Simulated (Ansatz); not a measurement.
Calculated with Ansatz (gas phase, PBE0-D4/def2-TZVP geometries, no zero-point term in ΔE). CBS: MP2 limit from def2 TZ/QZ plus the TZ coupled-cluster correction, frozen cores. DFT in def2-TZVPP. B3LYP here is the variant with VWN-RPA as its local correlation; programs differ in this. For Br outer-core shells are correlated without core-valence functions, which leaves a few kJ/mol of doubt a bond. Scalar relativity is left out up to krypton. Each species was taken in one conformer, which may not be the lowest.

`C=C[SiH](Br)C=C` + `BN[SiH3]` → `BN([SiH3])C=C` + `C=C[SiH2]Br`  (substitution at a C–Si bond)

```csv
level,ΔE (kJ/mol)
r2SCAN-D4,47.2
PBE0,46.2
B3LYP,48.0
SCS-MP2/def2-TZVPP,51.5
```

Problem. What does CCSD(T)/CBS give? (Best estimate.)

Solution. Ansatz gave: +52.8 kJ/mol. The listed levels differ from it by -5.6, -6.6, -4.8, -1.3 kJ/mol.

Largest T1 diagnostic among the species: 0.013.

At CCSD(T), def2-SVP lies −13.3 kJ/mol from the extrapolated value and def2-TZVPP −2.2 kJ/mol. Leaving LDA and LC-ωPBE aside and taking each functional with its dispersion term where it has one, the values, not all of them listed here, spread over 9.1 kJ/mol, from revPBE-D4 to ωB97M-V. LDA lies −11.6 kJ/mol from PBE without D4.
